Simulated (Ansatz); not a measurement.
A search over several starts for the lowest SCF solution of the cluster Pb₃O₄⁺ at the given spin, in a small basis.

```yaml
crystal:
  periodic: [false, false, false]
  atoms:
    - {symbol: Pb, position_ang: [-1.253414, -0.535324, -2.001938]}
    - {symbol: Pb, position_ang: [1.830336, -0.254212, -0.698882]}
    - {symbol: Pb, position_ang: [-0.941495, -1.724530, 1.866944]}
    - {symbol: O, position_ang: [0.682195, 0.152012, -2.403148]}
    - {symbol: O, position_ang: [-0.202847, -1.003854, -0.067889]}
    - {symbol: O, position_ang: [-0.533518, 1.500047, 1.955633]}
    - {symbol: O, position_ang: [0.418742, 1.865860, 1.349289]}
basis:
  gaussian: {orbitals: def2-SVP, initial_orbitals: start.molden}
total_charge: 1
magnetization: {spin_polarized: true, initial_magnetization: 3}
hamiltonian: {xc: pbe0, dispersion: d4}
output: {orbitals: {seedname: orbitals}}
```

The file start.molden holds the orbitals of an earlier run on this structure, at another level or in another basis.

```sh
$ ansatz run in.yaml --threads 4 --pin off --events-out ev --progress --plain --max-ram 4787MiB
```

Shortened log:

```
Functional definition: PBE0
1552 factors; integrals over basis functions are off by at most 7.8e-4 eV
mean field evaluation 1: about -23910.6202 eV, gradient 5.8e-1 eV
mean field evaluation 2: about -23910.8189 eV, gradient 5.4e-4 eV
mean field evaluation 4: about -23910.8189 eV, gradient 1.3e-5 eV
mean field evaluation 8: about -23811.8856 eV, gradient 1.0e2 eV
mean field evaluation 16: about -23910.8186 eV, gradient 2.0e-1 eV
mean field evaluation 32: about -23910.8189 eV, gradient 3.6e-4 eV
mean field -23910.81885303 eV, -878.7063855139 hartree, gradient 1.3e-5 eV, S^2 3.760078; 3 other end points of the search recorded, 0 dependent functions left out
reference -23910.81888605 eV, -878.7063867272 hartree; 50, 47 occupied and 84, 87 virtual orbitals, 1552 factors
Total energy: -23911.12841864 eV, -878.7177618400 hartree
```

It took 16 s on 4 threads of Intel Xeon on a shared host, peak host memory 0.65 GiB.

In the def2 sets Pb takes a core potential; there is no spin–orbit coupling. The structure holds one bond between oxygen atoms, so isomers without such links may lie far lower. In the quartet geometry the species has come apart into loosely held pieces. At PBE0-D4/def2-TZVP a doublet of charge 1 lies 1.21 eV below the quartet, each at its own geometry. The structure comes from a short search, and lower isomers may exist.
